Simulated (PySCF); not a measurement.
B(F)(Br)2, SMILES FB(Br)Br, singlet, PBE0/def2-SVP optimised geometry.

```
4

B     -0.45    -0.23     0.00
F     -1.08    -1.38     0.00
Br     1.45    -0.23     0.00
Br    -1.45     1.38     0.00
```

Density from PBE0/def2-TZVP (PySCF) at that geometry.

Minimum of the electron density along straight lines between bonded atoms, close to the bond critical point (lines longer than 1.1 times the sum of covalent radii, or with two minima, are not listed):

| bond | length / Å | ρ at the minimum / e bohr⁻³ | ∇²ρ there / e bohr⁻⁵ | position (fraction from the first atom) |
|---|---|---|---|---|
| B1–F2 | 1.310 | (withheld) | 1.31 | 0.34 |
| B1–Br3 | 1.901 | 0.143 | -0.29 | 0.31 |
| B1–Br4 | 1.901 | 0.143 | -0.29 | 0.31 |

Q: Some entries are withheld; supply them.

A: 
- B1–F2, ρ at the minimum / e bohr⁻³: 0.214
